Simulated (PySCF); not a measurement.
Al(F)(vinyl)2 (C4H6AlF), SMILES [CH](=C)[Al]([CH]=C)[F]. Atoms are numbered in the order given.

```xyz
12

Al     0.0000     0.0000     0.6574
F      0.0000     0.0000     2.3293
C      1.6948    -0.1873    -0.2641
C      1.8643     0.2128    -1.5377
H      2.5804    -0.5963     0.2434
H      2.8268     0.1356    -2.0606
H      1.0478     0.6489    -2.1263
C     -1.6948     0.1873    -0.2641
C     -1.8643    -0.2128    -1.5377
H     -2.5804     0.5963     0.2434
H     -2.8268    -0.1356    -2.0606
H     -1.0478    -0.6489    -2.1263
```

Geometry: B3LYP-D3(BJ)/def2-SVP. The structure was generated by enumeration; whether it is a known compound was not checked. The values are those of a single conformer.

These are PBE/def2-TZVP run with PySCF values and carry that method's errors.

Symmetry labels are those of the subgroup C2 that the program uses (full group C2).

**Question.** List the valence orbital energies around the gap with their symmetry. (An estimate is asked for; the answer gives what the named calculation found.)

**Answer.** 
```csv
orbital,symmetry,energy (eV)
HOMO−7,B,-9.81
HOMO−6,A,-9.74
HOMO−5,B,-9.17
HOMO−4,B,-8.95
HOMO−3,A,-7.95
HOMO−2,B,-7.17
HOMO−1,A,-7.00
HOMO,B,-6.71
LUMO,B,-2.31
LUMO+1,A,-1.55
LUMO+2,A,-0.49
LUMO+3,B,0.31
```
